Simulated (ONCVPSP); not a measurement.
# Configuration tests for Li (ONCV)

| Property | Result |
| --- | --- |
| Element | Li (Z = 3) |
| Generator | ONCVPSP 4.0.1 |
| Type | optimised norm-conserving Vanderbilt (ONCV) |
| Functional | LDA (Perdew-Zunger) |
| Relativity | scalar-relativistic |
| Frozen core | none |
| Valence charge | 3 |
| Reference configuration | 1s2 (charge +1) |
| Partial waves | 1s: rc 0.55 bohr, ncon 4, nbas 7, qcut 29 1/bohr, 2 projectors, debl 0.4 Ha; p scattering state at 0.28 Ha: rc 0.45 bohr, ncon 5, nbas 8, qcut 18.6 1/bohr, 1 projector; d scattering state at 0.07 Ha: rc 0.60 bohr, ncon 4, nbas 7, qcut 14.1 1/bohr, 2 projectors, debl 1.3 Ha |
| Local potential | polynomial inside 0.35 bohr (lpopt 5, dvloc0 0 Ha) |
| Core correction | none |

In the s channel the program set the typed energies aside and used -2.190, 0.250 Ha.

Energies are relative to the spin-unpolarised reference configuration 1s2; without spin polarisation the order of configurations can differ from experiment.

(1) Give the all-electron excitation energy and the error of the potential for: 1s2 2s1; 1s2 2s0.5; 1s2 2p1; 1s1 2s1.

Note: ghosts flagged at negative energy: s at -57.2 eV; no localised positive-energy state flagged. A true bound ghost makes a file unfit for plane-wave use.

Results:

(1)

| valence configuration | charge | ΔE all-electron (eV) | error AE − PS (meV) |
| --- | --- | --- | --- |
| 1s2 2s1 | 0 | -5.239 | +0.1 |
| 1s2 2s0.5 | +0.5 | -3.195 | 0.0 |
| 1s2 2p1 | 0 | -3.486 | 0.0 |
| 1s1 2s1 | +1 | 62.138 | +22 |
